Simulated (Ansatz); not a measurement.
```xyz
3

C     0.0000    0.0000   -0.5911
F     0.0000    1.0238    0.1970
F     0.0000   -1.0238    0.1970
```

Basis set: 6-31G* (spherical functions). Frozen core: 3 orbitals. Charge 0, multiplicity 1.

Computed with Ansatz (development build ahead of 0.2.0); each method stands on the lowest determinant of its kind that the runs found. Restricted open shells among the atoms or ions are ROHF, correlated in semicanonical orbitals with singles.

Q: Give the atomization energy at this shape (free ground-state atoms in the same class of orbitals less the molecule, no zero-point energy) of singlet CF₂ by RHF-MP2, RHF.

A:

```tsv
method	atomization energy
RHF-MP2	10.93 eV
RHF	7.08 eV
```
